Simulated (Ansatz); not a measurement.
Problem. Name a neutral molecule of C, O, Se and H with ideal-gas entropy at 298 K and 1 bar (rigid rotor, harmonic PBE0-D4/def2-TZVP) between 323 and 339 J/(mol·K) and LUMO energy (PBE0/def2-TZVPP) between -1.10 and -0.80 eV (Ansatz, PBE0-D4/def2-TZVP geometry).

Solution. `CC1OC[Se]1` (325 J/(mol·K), -0.90 eV). Other molecules can fit too; these were computed, each in one conformer that needn't be the lowest.
